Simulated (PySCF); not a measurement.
Si(F)(H)2(OAc) (C2H5FO2Si), SMILES CC(=O)O[SiH2]F.

Geometry optimised at B3LYP-D3(BJ)/def2-SVP. Other conformers were not sampled.

The numbers are results of PySCF with PBE0/def2-TZVP, not measurements.

Computed frontier levels, gap, dipole moment and polarisability:
| Quantity | Value |
|---|---|
| highest occupied level | -8.46 eV |
| lowest empty level | -0.28 eV |
| orbital gap | 8.19 eV |
| dipole moment | 1.59 D |
| quadrupole, principal values (traceless, Buckingham form, about the centre of nuclear charge) | -12.97, 2.61, 10.36 D·Å |
| mean static polarisability | 52.7 bohr³ (7.81 Å³) |
| polarisability, principal values | 44.1, 51.2, 62.8 bohr³ |
